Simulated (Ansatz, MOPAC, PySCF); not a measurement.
System: H$_{4}$B$_{2}$O, net charge 0, singlet state. SMILES: BOB
Structure (B3LYP-D3(BJ)/def2-TZVP (Ansatz, a first-principles code) minimum search):
```xyz
7

O      0.0000     0.0000     0.0000
B     -1.1648    -0.6508     0.0037
H     -1.6766    -0.9097    -1.0426
H     -1.6484    -0.9481     1.0533
B      1.1648     0.6508    -0.0037
H      1.1514     1.8438     0.0183
H      2.1736     0.0140    -0.0289
```
Charge 0, spin multiplicity 1.

Unscaled harmonic wavenumbers (cm⁻¹) in rising order, each level at the stationary point that it reaches from this structure (no distance between atoms moves by over 0.3 Å); the order of modes can differ between levels, and a negative number is imaginary. B3LYP-D3(BJ)/def2-TZVP (PySCF, at the structure above): 131, 131, 454, 965, 1005, 1005, 1045, 1045, 1248, 1314, 1583, 2560, 2581, 2659, 2660.

AM1 (MOPAC): -272, -272, 364, 936, 936, 1032, 1032, 1086, 1186, 1302, 1703, 3177, 3181, 3293, 3293. Zero-point energy 32.2 against 29.1 kcal/mol; where all levels lie over 400 cm⁻¹, the wavenumbers are on average 1.077 times those of B3LYP-D3(BJ)/def2-TZVP. This level finds the structure a saddle point. The zero-point energy leaves imaginary modes out.

PM6 (MOPAC): 163, 163, 403, 929, 929, 992, 992, 1017, 1154, 1225, 1547, 2837, 2839, 2949, 2949. Zero-point energy 30.1 against 29.1 kcal/mol; where all levels lie over 400 cm⁻¹, the wavenumbers are on average 1.005 times those of B3LYP-D3(BJ)/def2-TZVP.

HF/3-21G (Ansatz): 152, 152, 373, 1000, 1077, 1077, 1161, 1162, 1368, 1429, 1634, 2717, 2739, 2810, 2810. Zero-point energy 31.0 against 29.1 kcal/mol; where all levels lie over 400 cm⁻¹, the wavenumbers are on average 1.071 times those of B3LYP-D3(BJ)/def2-TZVP.
